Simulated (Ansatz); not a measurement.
Cost and result for the atomization energy of `CC(=O)C=C(C)C` (17 atoms, 16 bonds).

Z-matrix (Å, degrees):
```
C
C 1 1.509
H 1 1.088 2 109.9
H 1 1.094 2 110.2 3 -121.3
H 1 1.094 2 110.1 3 121.1
O 2 1.214 1 120.6 3 -0.4
C 2 1.476 1 114.5 3 179.7
C 7 1.343 2 127.9 1 -178.3
H 7 1.087 2 114.7 1 1.4
C 8 1.491 7 125.1 2 -0.2
C 8 1.494 7 119.9 2 179.8
H 10 1.095 8 109.6 7 125.3
H 10 1.096 8 109.4 7 -118.8
H 10 1.085 8 112.4 7 2.8
H 11 1.095 8 110.3 7 122.2
H 11 1.090 8 112.4 7 0.8
H 11 1.095 8 110.3 7 -120.6
```

Charge 0, multiplicity 1. Geometry: relaxed with PBE0-D4/def2-TZVP. It is a higher conformer; a search finds a lower one. Program: Ansatz. All runs use 2 threads of an AMD EPYC 7R13 on a shared host and a share of an NVIDIA H100 80 GB. Times are those of one run each, without the atoms' runs, and a repeat can differ threefold. Electronic energies, without spin–orbit coupling; frozen cores. CCSD(T)/CBS adds CCSD(T) − MP2 in def2-TZVPP to the MP2 limit, and its time is that of the two runs behind it. T1 = 0.014. HSE06 is the plane-wave form, built on full-range PBE exchange.

CCSD(T)/CBS is a level of theory with its own doubt, some kJ/mol a heavy atom from the limit and from the frozen cores, so smaller differences don't rank the functionals.

```
                           level  functions  wall time
              ωB97X-V/def2-TZVPP        357      3.8 s
              PBE0-D4/def2-TZVPP        357      4.1 s
              BLYP-D4/def2-TZVPP        357      4.3 s
            revPBE-D4/def2-TZVPP        357      4.5 s
          LDA (SPW92)/def2-TZVPP        357      4.7 s
                CCSD(T)/def2-SVP        148        5 s
             HSE06-D4/def2-TZVPP        357      5.5 s
               B97M-V/def2-TZVPP        357        6 s
             PBE-QIDH/def2-TZVPP        357        7 s
ωB97M-V/def2-TZVPP (with forces)        357      7.5 s
                  MP2/def2-QZVPP        699        8 s
              CCSD(T)/def2-TZVPP        357       23 s
               CCSD(T)/CBS(def2)          –       31 s
```

Problem. What atomization energy does each give, and how far from CCSD(T)/CBS? (Best estimate.)

Solution. The calculation gave: 
| level | atomization (kcal/mol) | difference from CCSD(T)/CBS | per bond |
| --- | --- | --- | --- |
| ωB97X-V/def2-TZVPP | 1722.5 | 3.7 | 0.2 |
| PBE0-D4/def2-TZVPP | 1738.1 | 19.3 | 1.2 |
| BLYP-D4/def2-TZVPP | 1723.8 | 5.0 | 0.3 |
| revPBE-D4/def2-TZVPP | 1728.6 | 9.8 | 0.6 |
| LDA (SPW92)/def2-TZVPP | 1975.2 | 256.4 | 16.0 |
| CCSD(T)/def2-SVP | 1657.3 | -61.5 | -3.8 |
| HSE06-D4/def2-TZVPP | 1739.4 | 20.6 | 1.3 |
| B97M-V/def2-TZVPP | 1727.4 | 8.6 | 0.5 |
| PBE-QIDH/def2-TZVPP | 1720.2 | 1.4 | 0.1 |
| ωB97M-V/def2-TZVPP (with forces) | 1726.1 | 7.3 | 0.5 |
| MP2/def2-QZVPP | 1732.3 | 13.5 | 0.8 |
| CCSD(T)/def2-TZVPP | 1680.8 | -38.0 | -2.4 |
| CCSD(T)/CBS(def2) | 1718.8 | 0.0 | 0.0 |

From PBE to PBE0 (25 % exact exchange), in def2-TZVPP and without D4, the atomization energy moves by −30.4 kcal/mol: exact exchange takes away binding that semilocal exchange gives to molecules. In def2-TZVPP, CCSD(T) changes the Hartree–Fock value by +404.6 kcal/mol (the triples alone add +26.2 kcal/mol) and MP2 by +433.8 kcal/mol; breaking electron pairs costs correlation energy, which Hartree–Fock lacks. The D4 term adds +13.1 kcal/mol with B3LYP and +7.0 kcal/mol with PBE0; it sums over pairs of atoms, weighted by their polarisabilities, and B3LYP, whose exchange is more repulsive, gets the larger term.

B3LYP here is the variant with VWN-RPA as its local correlation; programs differ in this.
